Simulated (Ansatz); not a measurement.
```yaml
crystal:
  periodic: [false, false, false]
  atoms:
    - {symbol: F, position_ang: [0.798966, -1.026055, 1.564398]}
    - {symbol: C, position_ang: [0.805526, -0.719998, 0.254938]}
    - {symbol: F, position_ang: [0.684396, -1.879965, -0.414536]}
    - {symbol: F, position_ang: [2.029565, -0.237839, -0.023988]}
    - {symbol: Sn, position_ang: [-0.787861, 0.710299, -0.270523]}
    - {symbol: H, position_ang: [-0.512642, 2.116334, 0.643121]}
    - {symbol: H, position_ang: [-0.659276, 1.004935, -1.939095]}
    - {symbol: H, position_ang: [-2.266574, -0.024910, 0.129886]}
basis:
  gaussian: {orbitals: x2c-TZVPPall}
hamiltonian: {xc: {name: HF}}
correlation: {method: mp2, frozen_orbitals: {F: 9}}
```

```sh
$ ansatz run in.yaml --threads 2 --pin off --events-out ev --progress --plain --max-ram 22528MiB --backend cpu
```

It prints (some lines left out):

```
Functional definition: HF
Error: "frozen_orbitals" has no count for C
```

(1) What is wrong with this run?

## Answers

(1) Frozen orbitals are typed for one element alone, and the program wants a count for each. The program refused the input.
